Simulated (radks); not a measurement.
Species: the osmium ion Os18+. Configuration: [Kr] 4d10 4f12 (the NIST ground configuration).

All-electron calculation, scalar-relativistic Kohn-Sham, PBEsol, spin-polarised, spherical densities, finite nucleus; open shells are filled with parallel spins first (spin-orbit coupling, left out, can overturn this in heavy ions); Fermi nuclear charge, rms radius 5.4126 fm. Program: a radial shooting solver on a logarithmic mesh with Libxc functionals.

Energy parts (hartree):
part                       energy
total                 -17124.5712
kinetic                18981.1405
electron-nucleus      -41528.9913
Hartree                 5741.2589
exchange-correlation    -317.9793

Orbitals (lengths in bohr, moments of r in powers of bohr):
orbital  occ.  eigenvalue (hartree)       <r^4>
1s up       1             -2728.625   5.128e-07
1s down     1             -2728.625   5.128e-07
2s up       1             -488.1148  0.00007629
2s down     1             -488.1126  0.00007629
2p up       3             -427.2385  0.00006061
2p down     3             -427.2369  0.00006060
3s up       1             -125.3701    0.002780
3s down     1             -125.3134    0.002777
3p up       3             -107.4809    0.003010
3p down     3             -107.4237    0.003006
3d up       5             -87.46664    0.002316
3d down     5             -87.42266    0.002311
4s up       1             -38.21835     0.06137
4s down     1             -38.12211     0.06144
4p up       3             -32.27987     0.07963
4p down     3             -32.18694     0.07977
4d up       5             -24.89822      0.1051
4d down     5             -24.80700      0.1055
4f up       7             -16.62575      0.1528
4f down     5             -16.53099      0.1544
5s up       0             -16.37790      0.9740
5s down     0             -16.32550      0.9806
5p up       0             -14.37496       1.333
5p down     0             -14.32939       1.343

The highest occupied level is 4f down at -449.83 eV. The density falls to 0.001 e/bohr^3 at r = 1.58 bohr. The electron density at the nucleus is 1.785e+06 e/bohr^3 (large components only). Summed over all electrons, <r^2> = 8.679 bohr^2, which gives a Langevin (diamagnetic) susceptibility term of -6.87 x 10^-6 cm^3/mol. For comparison, the ionisation energy in NIST's Atomic Spectra Database is 470 eV (theoretical). In exact Kohn-Sham theory the highest level is minus the ionisation energy, but local and semilocal functionals leave it too shallow, through self-interaction and a potential that decays too fast; potentials with the right tail come closer. The spin density at the nucleus is -10.63 e/bohr^3 (1s 0.04, 2s -1.68, 3s -16.01, 4s 7.02).
